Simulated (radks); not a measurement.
Problem. Spherical quantum dot in the effective-mass picture: electrons in a hard-walled sphere of radius 7.63, with a point charge +2 (a donor) at the centre, all in effective atomic units (hartree* = m*/eps^2 hartree, bohr* = eps/m* bohr), one dielectric constant everywhere. Method: non-relativistic Kohn-Sham, LDA (Slater exchange, Perdew-Wang correlation), spin-polarised, spherical densities; computed with a radial shooting solver with Libxc functionals. Levels are named by radial order and angular momentum (1s, 1p, 1d, 2s, ...), and open shells are averaged over m. Results are scaled to m* = 0.078 and eps = 12.6, for which hartree* = 13.37 meV and bohr* = 8.548 nm. At N = 19 the configuration is 1s2 1p6 1d(up 5, down 4) 2s2. Does electron 20 go into 1d down or 1f down or 1f up?

Solution. Into 1d down. The total energies of the other choices lie higher by 1.23 meV (1f up), 1.31 meV (1f down).
